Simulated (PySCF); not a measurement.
All values are calculated (PySCF): σ from GIAO-PBE0/pcSseg-1, geometry: GFN2-xTB. No relativistic terms, rapidly exchanging positions averaged, isolated molecule, one computed conformer.

References, each an isolated molecule treated in the same way: TMS for 1H (σ = 31.72 ppm) and 13C (σ = 186.93 ppm). Shifts are as computed. Against solution values, carbons near 30 ppm lie about +3 ppm off and those near 130 ppm about +5 ppm. Of 1211 compounds with measured shifts, 218 miss one by over three times the rms of a fit or turn the order of signals round; such compounds aren't used in these exercises.

Q: Order these molecules by the shift of their most shielded carbon, lowest δ first.
A. CN(C)[SiH2][Si@H](C)[SiH3]
B. C=C1C=C/C1=C/CC#N
C. C=Cc1nccpc1C

A: A (-8.6 ppm, methyl carbon bonded to Si), B (17.9 ppm, allylic sp3 CH2), C (25.8 ppm, methyl carbon on an aromatic ring).

Q: Order these molecules by the shift of their most shielded carbon-bound hydrogen, lowest δ first.
A. C=C1C=C/C1=C/CC#N
B. CN(C)[SiH2][Si@H](C)[SiH3]
C. C=Cc1pcncc1C

A: B (0.30 ppm, hydrogen on a methyl carbon bonded to Si), C (2.47 ppm, hydrogen on a methyl carbon on an aromatic ring), A (3.17 ppm, hydrogen on an allylic sp3 CH2).

Q: How many 13C and 1H signals does each give (equivalence by symmetry and fast rotation, but not about amide C–N or C=N bonds)? `C=C1C=C/C1=C/CC#N`, `CN(C)[SiH2][Si@H](C)[SiH3]`, `C=Cc1pcncc1C`, `C=Cc1nccpc1C`

A: C=C1C=C/C1=C/CC#N: 8 C, 6 H; CN(C)[SiH2][Si@H](C)[SiH3]: 2 C, 6 H; C=Cc1pcncc1C: 7 C, 6 H; C=Cc1nccpc1C: 7 C, 6 H.
